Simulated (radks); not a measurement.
All-electron atom: the cerium ion Ce4+ in [Kr] 4d10 4f(up 1, down 1) 5p6 5s(up 0, down 0) (spins set by hand, not the high-spin state).

All-electron calculation, scalar-relativistic Kohn-Sham, LDA (Slater exchange, Perdew-Wang correlation), spin-polarised, spherical densities, point nucleus. Program: a radial shooting solver on a logarithmic mesh with Libxc functionals.

Energy parts (Ry):
| part | energy |
|---|---|
| total | -17697.3131 |
| kinetic | 18753.5111 |
| electron-nucleus | -42742.9029 |
| Hartree | 6695.2347 |
| exchange-correlation | -403.1560 |

Orbitals (lengths in bohr, moments of r in powers of bohr; <r^-3> diverges for s and p1/2; r(90%) holds 90 % of the orbital's charge):
| orbital | occ. | eigenvalue (Ry) | r(90%) | <r^-3> | <1/r> |
|---|---|---|---|---|---|
| 1s | 2 | -2959.582 | 0.0443 | - | 63.29 |
| 2s | 2 | -476.1662 | 0.163 | - | 14.59 |
| 2p | 6 | -426.9527 | 0.150 | 7967 | 13.82 |
| 3s | 2 | -104.4685 | 0.409 | - | 5.294 |
| 3p | 6 | -88.81454 | 0.415 | 1594 | 5.015 |
| 3d | 10 | -66.52710 | 0.397 | 218.8 | 4.760 |
| 4s | 2 | -23.15794 | 0.918 | - | 2.209 |
| 4p | 6 | -18.05490 | 0.985 | 343.5 | 2.036 |
| 4d | 10 | -10.71014 | 1.12 | 38.48 | 1.771 |
| 5s | 0 | -5.62694 | 2.12 | - | 0.8928 |
| 5p | 6 | -4.28902 | 2.41 | 56.47 | 0.7802 |
| 4f | 2 | -3.01330 | 1.78 | 4.314 | 1.228 |

The highest occupied level is 4f at -40.998 eV. The configuration is held as typed, so some empty levels lie below it. The density falls to 0.001 e/bohr^3 at r = 3.36 bohr. Summed over all electrons, <r^2> = 33.87 bohr^2, which gives a Langevin (diamagnetic) susceptibility term of -26.8 x 10^-6 cm^3/mol.
